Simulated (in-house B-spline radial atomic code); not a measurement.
## Correlation energy from the adiabatic connection: −Z/r, Z = 0.989, wall at 2.47 bohr

Two electrons in a singlet, external potential −Z/r, Z = 0.989, wall at 2.47 bohr (atomic units). Full CI in B-splines (partial waves to l = 8, correlation up to 0.6 % small) with the density held fixed gives W(λ) = <V_ee>_λ − U, and E_c is the integral of W(λ) − W(0) from 0 to 1.

```csv
λ,W(λ) − W(0) (hartree)
0,0.00000
0.02,-0.00194
0.05,-0.00480
0.12,-0.01128
0.25,-0.02264
0.4,-0.03475
0.6,-0.04941
0.8,-0.06259
1,-0.07449
```

Integrate the table by the trapezoid rule.

The strips give -0.00002, -0.00010, -0.00056, -0.00220, -0.00430, -0.00842, -0.01120, -0.01371, which sum to -0.04052 hartree. The direct value, W(1) − W(0) + T_c with T_c = 0.03388, is -0.04061; the curve is convex, so chords lie above it and the trapezoids fall short in size by 0.22 %.

Now use only three numbers: W(0) = -0.82364, the initial slope W'(0) = -0.09735 (extrapolated from the first points) and the strong-coupling limit of the point-charge-plus-continuum model, W∞ = -0.945. What do second-order theory and the interpolation W(λ) = W∞ + (W(0) − W∞)/√(1 + 2χλ) of Seidl, Perdew and Levy give?

Second order keeps the slope alone: E_c = W'(0)/2 = -0.04868, +20 % in size against -0.04061. Matching the slope fixes χ = W'(0)/(W∞ − W(0)) = -0.09735/(-0.12136) = 0.80216. Integrating, with s = √(1 + 2χ) = 1.613790, E_c = −(W(0) − W∞)(s − 1)/(s + 1) = −0.12136 × 0.613790/2.613790 = -0.02850 hartree, -29.8 % in size against the full result. At λ = 1 the formula gives W − W(0) = -0.04616 against -0.07449. Part of the miss can come from the model's W∞, which here lies above the computed W at λ = 10, -1.05841.
